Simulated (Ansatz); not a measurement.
C8H11F3N2O2⁻, that is 1-ethyl-3-methylimidazolium trifluoroacetate with one electron more: single points at one geometry.

```yaml
crystal:
  periodic: [false, false, false]
  atoms:
    - {symbol: C, position_ang: [2.885473, 1.270053, 1.579063]}
    - {symbol: C, position_ang: [2.465397, -0.190578, 1.449544]}
    - {symbol: N, position_ang: [1.047611, -0.403976, 1.567411]}
    - {symbol: C, position_ang: [0.380115, -0.305342, 2.789664]}
    - {symbol: C, position_ang: [-0.912051, 0.024529, 2.541982]}
    - {symbol: N, position_ang: [-1.081994, 0.171538, 1.187100]}
    - {symbol: C, position_ang: [-2.215931, 0.762208, 0.537372]}
    - {symbol: C, position_ang: [0.174178, 0.088448, 0.558168]}
    - {symbol: H, position_ang: [3.965135, 1.399248, 1.401069]}
    - {symbol: H, position_ang: [2.647173, 1.659003, 2.582459]}
    - {symbol: H, position_ang: [2.324159, 1.868268, 0.844691]}
    - {symbol: H, position_ang: [2.780611, -0.581732, 0.467888]}
    - {symbol: H, position_ang: [2.971934, -0.809447, 2.211596]}
    - {symbol: H, position_ang: [0.859442, -0.576507, 3.728867]}
    - {symbol: H, position_ang: [-1.747026, 0.115179, 3.235245]}
    - {symbol: H, position_ang: [-2.280295, 0.395365, -0.505087]}
    - {symbol: H, position_ang: [-2.148292, 1.869945, 0.515614]}
    - {symbol: H, position_ang: [-3.135526, 0.478585, 1.072482]}
    - {symbol: H, position_ang: [0.215957, -0.315051, -0.468372]}
    - {symbol: O, position_ang: [-2.315593, -0.302696, -2.468919]}
    - {symbol: C, position_ang: [-1.265089, -0.735194, -2.963637]}
    - {symbol: O, position_ang: [-0.127922, -0.898073, -2.500410]}
    - {symbol: C, position_ang: [-1.360739, -1.145121, -4.467625]}
    - {symbol: F, position_ang: [-0.595701, -0.350984, -5.243880]}
    - {symbol: F, position_ang: [-0.930697, -2.404129, -4.676081]}
    - {symbol: F, position_ang: [-2.600329, -1.083528, -4.976186]}
basis:
  gaussian: {orbitals: def2-SVP, initial_orbitals: start.molden}
total_charge: -1
magnetization: {spin_polarized: true, initial_magnetization: 1}
hamiltonian: {xc: pbe0, dispersion: d4}
scf: {omitted_lower_state_checks: [starts]}
output: {orbitals: {seedname: orbitals}}
```

The file start.molden holds the orbitals of an earlier run on this structure, at another level or in another basis.

```sh
$ ansatz run in.yaml --threads 4 --pin off --events-out ev --progress --plain --max-ram 6963MiB
```

Shortened log:

```
Functional definition: PBE0
  name "PBE0"
  cite "Adamo & Barone, J. Chem. Phys. 110, 6158 (1999) doi:10.1063/1.478522"
  cite "Perdew, Burke & Ernzerhof, Phys. Rev. Lett. 77, 3865 (1996) doi:10.1103/PhysRevLett.77.3865"
  parent pbe
  parameter a = 0.25
  parameter kappa = 0.804
  parameter beta = 0.06672455060314922
  exchange = (1 - a)*pbe_x(kappa = kappa, mu = beta*pi^2/3) + a*exact_x
  correlation = pbe_c(beta = beta)
these checks for a lower state are left out or cut short: starts
2679 factors; integrals over basis functions are off by at most 1.3e-3 eV
mean field evaluation 1: about -23656.4296 eV, gradient 1.0e0 eV
mean field evaluation 2: about -23657.2242 eV, gradient 9.4e-4 eV
mean field evaluation 4: about -23657.2242 eV, gradient 1.3e-5 eV
mean field -23657.22419778 eV, -869.3869538259 hartree, gradient 1.3e-5 eV, S^2 0.756819; 0 other end points of the search recorded, 0 dependent functions left out
reference -23657.22423095 eV, -869.3869550450 hartree; 59, 58 occupied and 206, 207 virtual orbitals, 2679 factors
Total energy: -23657.81914068 eV, -869.4088175744 hartree
Checks for a lower state left out: starts
```

It took 12 s on 4 threads of Arm Neoverse V2 on a shared host, peak host memory 1.4 GiB.

First input, but with `hamiltonian: {xc: pbe, dispersion: d4}` (abridged; 9.5 s):

```
Functional definition: PBE
mean field -23656.36232098 eV, -869.3552804376 hartree, gradient 3.2e-5 eV, S^2 0.752882
Total energy: -23657.05953595 eV, -869.3809026153 hartree
Checks for a lower state left out: starts
```

Geometry: PBE0-D4/def2-SVP.

At PBE0-D4/def2-SVP, PBE-D4/def2-SVP the highest occupied level of the relaxed charge -1 doublet lies above zero (up to 1.85 eV). By energy differences it is unbound by 0.17 eV (each at its own geometry, against the charge 0 singlet, at PBE-D4/def2-SVP) and held by the finite basis.
